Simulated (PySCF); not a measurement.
C3H6O4Si2.
Numbering: `[O:1]=[CH:2][O:3][C@@H:4]1[SiH2:5][O:6][SiH2:7][C:8]1=[O:9]` (hydrogens: H10 on C2; H11 on C4; H12, H13 on Si5; H14, H15 on Si7)

Cartesian coordinates in Å at the GFN2-xTB level; atoms count from 1:
```xyz
15
C3H6O4Si2 angstrom
O      2.1772   -0.0122   -1.3685
C      2.4311    0.6591   -0.3918
O      1.7022    0.7611    0.6671
C      0.4767    0.0230    0.6320
Si     0.0485   -0.7573   -1.0885
O     -1.5288   -1.0916   -0.6346
Si    -2.2710   -0.2691    0.5547
C     -0.7404    0.8185    1.0216
O     -0.7114    1.9721    1.3765
H      3.3477    1.2595   -0.3149
H      0.5675   -0.7948    1.3547
H      0.6055   -2.0853   -1.2546
H     -0.1459    0.1794   -2.1825
H     -2.6305   -1.2054    1.6105
H     -3.3330    0.5508   -0.0035
```

Theory: PySCF 2.14.0, density-fitted response routines, TDDFT B3LYP/def2-SVPD, vertical, gas phase, core orbitals frozen in the response.

Each state is given a Gaussian of 0.4 eV full width at half maximum, with ε(max) = 2.175×10⁸ f / Δν̃ (Δν̃ the width in cm⁻¹). The width is an assumption, not a result. The curve ends short of the highest state used, and states not computed would add to its high-energy end.

| E (eV) | ε (L mol⁻¹ cm⁻¹) |
| --- | --- |
| 2.81 | 0 |
| 2.89 | 1 |
| 2.97 | 3 |
| 3.06 | 11 |
| 3.14 | 26 |
| 3.22 | 49 |
| 3.31 | 77 |
| 3.39 | 90 |
| 3.47 | 85 |
| 3.55 | 65 |
| 3.64 | 36 |
| 3.72 | 17 |
| 3.80 | 6 |
| 3.88 | 2 |
| 3.97 | 1 |
| 4.05 | 1 |
| 4.13 | 4 |
| 4.21 | 14 |
| 4.30 | 52 |
| 4.38 | 130 |
| 4.46 | 260 |
| 4.54 | 416 |
| 4.63 | 543 |
| 4.71 | 544 |
| 4.79 | 436 |
| 4.88 | 262 |
| 4.96 | 134 |
| 5.04 | 66 |
| 5.12 | 60 |
| 5.21 | 125 |
| 5.29 | 255 |
| 5.37 | 456 |
| 5.45 | 711 |
| 5.54 | 1002 |
| 5.62 | 1188 |
| 5.70 | 1247 |

(1) Where are the band maxima, and which computed states make them?

(2) Coming from long wavelengths, where does ε first pass 100 L mol⁻¹ cm⁻¹?

(3) Does any computed singlet lie in the visible range?

(4) On this curve, what absorbance would a 10⁻⁴ mol/L sample give at 355 nm over a 1 cm path?

## Answers

(1) 364 nm (3.41 eV), ε about 91, made up of S1 (100%); 266 nm (4.67 eV), ε about 560, made up of S2 (100%); 218 nm (5.70 eV), ε about 1200, made up of S3 (10%), S4 (63%) and S5 (24%) (ε in L mol⁻¹ cm⁻¹; maxima over ε = 5, shares over 10%). The states used: S1 3.41 eV (f 0.0014); S2 4.67 eV (f 0.0083); S3 5.47 eV (f 0.0047); S4 5.66 eV (f 0.012); S5 5.82 eV (f 0.0057); S6 6.17 eV (f 0.022); S7 6.26 eV (f 0.026); S8 6.30 eV (f 0.0047).

(2) At about 285 nm (4.36 eV), 0.95 eV above S1.

(3) No computed singlet lies in the visible range (380 to 750 nm); the lowest, at 364 nm, stands 0.15 eV above its violet end (3.26 eV); a Tamm–Dancoff triplet lies at 443 nm, without intensity as long as spin–orbit coupling is left out.

(4) 355 nm is 3.493 eV, where ε is about 81 L mol⁻¹ cm⁻¹, so A = ε c l ≈ 0.0081 (Beer–Lambert, with the gas-phase spectrum and the assumed width).

One conformer stands for the species.
